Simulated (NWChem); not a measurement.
System meant: InH3; SMILES [InH3]

NWChem input:

```
start job
memory heap 200 mb stack 900 mb global 1100 mb
geometry units angstroms noautoz
  In     0.000000     0.000000     0.000000
  H      1.233959     1.233959     0.000000
  H      0.451660    -1.685620     0.000000
  H     -1.685620     0.451660     0.000000
end
basis spherical
  In library def2-svp
  H library def2-svp
end
ecp
  In library def2-ecp
end
dft
  odft
  mult 2
  xc xpbe96 cpbe96
  iterations 150
  mulliken
end
task dft energy
```

End of the output:

```
 ==============================================================================
                                 internuclear angles
 ------------------------------------------------------------------------------
        center 1       |       center 2       |       center 3       |  degrees
 ------------------------------------------------------------------------------
    2 H                |   1 In               |   3 H                |   120.00
    2 H                |   1 In               |   4 H                |   120.00
    3 H                |   1 In               |   4 H                |   120.00
 ------------------------------------------------------------------------------
                            number of included internuclear angles:          3
 ==============================================================================

 Summary of "ao basis" -> "" (spherical)
 ------------------------------------------------------------------------------
       Tag                 Description            Shells   Functions and Types
 ---------------- ------------------------------  ------  ---------------------
 In                         def2-svp                10       26   4s4p2d
 H                          def2-svp                 3        5   2s1p

 Summary of "ao basis" -> "ao basis" (spherical)
 ------------------------------------------------------------------------------
       Tag                 Description            Shells   Functions and Types
 ---------------- ------------------------------  ------  ---------------------
 In                         def2-svp                10       26   4s4p2d
 H                          def2-svp                 3        5   2s1p

      Symmetry analysis of basis
      --------------------------

        a1'         9
        a1"         0
        a2'         1
        a2"         5
        e'         20
        e"          6

  Rotation of axis
  number of electrons :                   24
  multiplicity        :                    2
 ------------------------------------------------------------------------
  no. of electrons and multiplicity not compatible                  24
 ------------------------------------------------------------------------
 ------------------------------------------------------------------------
  current input line :
    23: task dft energy
 ------------------------------------------------------------------------
 ------------------------------------------------------------------------
 There is an error in the input file
 ------------------------------------------------------------------------
 For more information see the NWChem manual at https://nwchemgit.github.io

0: no. of electrons and multiplicity not compatible:Received an Error in Communication
```

Problem. What is wrong, and how is it mended?

Solution. The input was rejected before any calculation. Cause: the multiplicity doesn't fit the number of electrons (an even count wants an odd multiplicity, and the reverse). This input runs:
```
start job
memory heap 200 mb stack 900 mb global 1100 mb
geometry units angstroms noautoz
  In     0.000000     0.000000     0.000000
  H      1.233959     1.233959     0.000000
  H      0.451660    -1.685620     0.000000
  H     -1.685620     0.451660     0.000000
end
basis spherical
  * library def2-svp
end
ecp
  In library def2-ecp
end
dft
  xc xpbe96 cpbe96
  iterations 150
  mulliken
end
task dft energy
```
It converges to -191.86928 Ha (PBE/def2-SVP with def2 effective core potentials on In).
